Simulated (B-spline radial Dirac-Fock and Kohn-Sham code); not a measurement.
ΔSCF core binding energies without Breit or QED terms, calculated with a radial finite-basis atomic code.

A sound run for lithium as Li⁺ in the configuration 1s2: The ground state converged in 8 iterations, with total energy -7.23721 Ha, virial ratio 1.99978 and highest orbital energy -75.99 eV. ΔSCF binding energies: K (1s) 74.47 eV. Holes are computed only in closed shells, and unreliable hole states are left out.

A second run, with one unsound setting: The ground state had not converged after 2 iterations, with total energy -7.23636 Ha, virial ratio 2.01586 and highest orbital energy -76.23 eV. ΔSCF binding energies: K (1s) 74.45 eV (not all states converged, so these are not final). Holes are computed only in closed shells, and unreliable hole states are left out.

```
iter   energy (Ha)        error
   1       -7.03802069  2.16e-01
   2       -7.23636278  1.15e-02
```

Q: Which fault fits the second run best?
A. functional not served
B. mesh too coarse
C. too few iterations
D. speed of light below Z

A: C. The input had maxit = 2: maxit ends the run before self-consistency.
